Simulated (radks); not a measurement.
Problem. Ca V, configuration [He] 2s1 2p6 3s2 3p5 (not the ground configuration). Calculated with a radial shooting solver on a logarithmic mesh with Libxc functionals: scalar-relativistic Kohn-Sham, BLYP, spin-polarised, spherical densities, finite nucleus; open shells are filled with parallel spins first; Fermi nuclear charge, rms radius 3.4776 fm. Some entries of the table are withheld. Estimate them.

| orbital | occ. | eigenvalue (hartree) | <1/r> (bohr^-1) | <r^2> (bohr^2) |
|---|---|---|---|---|
| 1s up | 1 | -149.0238 | 19.76 | 0.007929 |
| 1s down | 1 | -148.8988 | 19.75 | 0.007931 |
| 2s up | 1 | -18.41221 | 4.116 | 0.1518 |
| 2s down | 0 | -18.19943 | 4.107 | 0.1526 |
| 2p up | 3 | -15.57827 | 4.020 | 0.1265 |
| 2p down | 3 | -15.38279 | 4.019 | 0.1270 |
| 3s up | 1 | -3.79092 | 1.332 | 1.282 |
| 3s down | 1 | -3.71681 | 1.324 | 1.299 |
| 3p up | 3 | (1) | (2) | 1.427 |
| 3p down | 2 | (3) | (4) | 1.451 |

Solution. 
(1) 3p up eigenvalue (hartree): -3.03865
(2) 3p up <1/r> (bohr^-1): 1.235
(3) 3p down eigenvalue (hartree): -2.97158
(4) 3p down <1/r> (bohr^-1): 1.226
